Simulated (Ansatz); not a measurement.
Calculated with Ansatz (gas phase, PBE0-D4/def2-TZVP geometries, no zero-point term in ΔE). CCSD(T)/CBS adds triple-zeta CCSD(T) − MP2 to the extrapolated MP2 energy (def2 sets, frozen cores). def2 core potentials past Kr. For In outer-core shells are correlated without core-valence functions, which leaves a few kJ/mol of doubt a bond. One conformer a species, not always the lowest.

Reaction (redistribution): `CN(C)B(F)S` + `C[N](C)[InH2]` → `CN(C)BF` + `C[N](C)[InH][SH]`

```
           species  HF/def2-QZVPP energy (Eh)
      `CN(C)B(F)S`                 -656.18422
   `C[N](C)[InH2]`                 -324.07145
         `CN(C)BF`                 -258.59589
`C[N](C)[InH][SH]`                 -721.67889
```

Work out ΔE.

ΔE = (-258.59589) + (-721.67889) − (-656.18422) − (-324.07145) = -0.01911 Eh = -50.2 kJ/mol. CCSD(T)/CBS gives -43.1 kJ/mol.

Largest T1 diagnostic among the species: 0.017.

The D4 term adds +3.6 kJ/mol with B3LYP and +1.7 kJ/mol with PBE0; it sums over pairs of atoms, weighted by their polarisabilities, and B3LYP, whose exchange is more repulsive, gets the larger term. In def2-TZVPP, CCSD(T) changes the Hartree–Fock value by +11.5 kJ/mol (the triples alone add +1.3 kJ/mol) and MP2 by +8.8 kJ/mol.

B3LYP here is the variant with VWN-RPA as its local correlation; programs differ in this.
